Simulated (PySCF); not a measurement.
Computed Raman spectrum (relative Raman activity) of a molecule C3H7BFN. Coordinates come from a PBE0-D3(BJ)/def2-SVP optimisation. One conformer was computed; it need not be the lowest. Calculation: PBE0-D3(BJ)/def2-SVP in PySCF. No scaling factor is applied to the harmonic values.

```json
[
 {"ν (cm⁻¹)": "844", "relative intensity": "2.9"},
 {"ν (cm⁻¹)": "919", "relative intensity": "5.6"},
 {"ν (cm⁻¹)": "987", "relative intensity": "2.0"},
 {"ν (cm⁻¹)": "1018", "relative intensity": "3.2"},
 {"ν (cm⁻¹)": "1097", "relative intensity": "4.9"},
 {"ν (cm⁻¹)": "1149", "relative intensity": "2.5"},
 {"ν (cm⁻¹)": "1221", "relative intensity": "2.5"},
 {"ν (cm⁻¹)": "1244", "relative intensity": "7.9"},
 {"ν (cm⁻¹)": "1288", "relative intensity": "4.8"},
 {"ν (cm⁻¹)": "1350", "relative intensity": "2.0"},
 {"ν (cm⁻¹)": "1426", "relative intensity": "11"},
 {"ν (cm⁻¹)": "1466", "relative intensity": "7.3"},
 {"ν (cm⁻¹)": "1502", "relative intensity": "9.9"},
 {"ν (cm⁻¹)": "3013", "relative intensity": "100"},
 {"ν (cm⁻¹)": "3054", "relative intensity": "78"},
 {"ν (cm⁻¹)": "3070", "relative intensity": "61"},
 {"ν (cm⁻¹)": "3087", "relative intensity": "92"},
 {"ν (cm⁻¹)": "3130", "relative intensity": "63"},
 {"ν (cm⁻¹)": "3140", "relative intensity": "66"},
 {"ν (cm⁻¹)": "3681", "relative intensity": "91"}
]
```

**Question.** Which molecule gave these data?
A. C=CCB(N)F
B. NB(F)C1CC1
C. C=C(C)B(N)F
D. FB1CCCN1

**Answer.** D, FB1CCCN1
